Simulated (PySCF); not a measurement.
Gas-phase reaction: 2 GaI + 3 H₂ ⇌ 2 GaH₃ + I₂

Energies from PySCF, thermal terms from the rigid-rotor harmonic-oscillator model, ideal gas at 1 bar. † marks an energy on the PBE0/def2-TZVP geometry and frequencies; other levels use their own. CCSD(T) freezes the core. All species are closed-shell singlets. B3LYP is the form with VWN-RPA correlation. I: scalar-relativistic def2 core potential, no spin-orbit coupling. Ga: all electrons, no relativistic terms. GaH₃: computed as isolated molecules; such fragments, hydroxides, amides, oligomers or adducts are transient or little studied in the gas. CCSD(T) isn't extrapolated to the basis-set limit.

```json
[
 {"level": "B3LYP/def2-TZVP†", "ΔH°(298 K), kJ": "[?]"},
 {"level": "BLYP/def2-TZVP†", "ΔH°(298 K), kJ": "315"},
 {"level": "CCSD(T)/def2-TZVPP†", "ΔH°(298 K), kJ": "243"},
 {"level": "HF/def2-TZVP†", "ΔH°(298 K), kJ": "248"},
 {"level": "M06-2X/def2-TZVP†", "ΔH°(298 K), kJ": "[?]"},
 {"level": "PBE0/def2-TZVP", "ΔH°(298 K), kJ": "[?]"},
 {"level": "r2SCAN/def2-TZVP†", "ΔH°(298 K), kJ": "245"}
]
```

Problem. What belongs in the gaps?

Solution. 
- B3LYP/def2-TZVP†, ΔH°(298 K), kJ: 287
- M06-2X/def2-TZVP†, ΔH°(298 K), kJ: 296
- PBE0/def2-TZVP, ΔH°(298 K), kJ: 247
